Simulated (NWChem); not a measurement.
# CClF$_{2}$ cation

```xyz
4

F     -0.0003     1.0475    -1.0677
C      0.0020     0.3812     0.0000
F     -0.0003     1.0475     1.0677
Cl     0.0000    -1.2481     0.0000
```
Atoms are numbered in this order, from 1.

Level: B3LYP/6-31G* (spherical d) (NWChem), optimised geometry, unscaled harmonic frequencies. 

**Question.** List the harmonic frequencies with IR intensities, and the thermochemistry.

**Answer.** 
| frequency (cm⁻¹) | IR intensity (km/mol) |
|---|---|
| 419 | 2.5 |
| 513 | 3.9 |
| 671 | 21.5 |
| 817 | 22.6 |
| 1431 | 506.1 |
| 1562 | 294.1 |

The zero-point energy comes out as 7.7 kcal/mol and the thermal correction to the enthalpy at 298.15 K (with zero-point energy) comes out as 10.6 kcal/mol. The heat capacity Cv is 10.3 cal/(mol K) and the entropy at 298.15 K and 1 atm (symmetry number 2) is 64.7 cal/(mol K).

Rigid rotor and harmonic oscillator.
